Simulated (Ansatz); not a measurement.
Species: sum formula SiBr2F (charge 0, doublet). It need not be the lowest isomer of its formula. 
Geometry from a B3LYP-D3(BJ)/def2-TZVP (Ansatz, an electronic-structure program) optimisation:
SMILES: F[Si](Br)Br
```xyz
4

F     -0.0303     2.1031    -0.1605
Si    -0.0080     0.6736     0.5524
Br    -1.8389    -0.4313    -0.0847
Br     1.8499    -0.3789    -0.0950
```
Charge 0, spin multiplicity 2.

Parts of the frozen-core correlation energy in STO-3G (Ansatz, hartree). Frozen orbitals: 34; correlated occupied orbitals by spin: 13 and 12; virtual: 3 and 4. UHF or UKS for open shells. Spin-orbit coupling is left out. No relativistic terms.

| term | value |
|---|---|
| reference (HF) | -5473.05393 |
| MP2 opposite-spin | ___ |
| MP2 same-spin | ___ |
| CCSD correlation | ___ |
| (T) | -0.00413 |
| T1 diagnostic | 0.013 |
| largest doubles amplitude | 0.045 |
| <S^2> of the reference | 0.756 |

### Question
What belongs in the gaps?

### Answer

- MP2 opposite-spin, value: -0.04268
- MP2 same-spin, value: -0.01028
- CCSD correlation, value: -0.06562
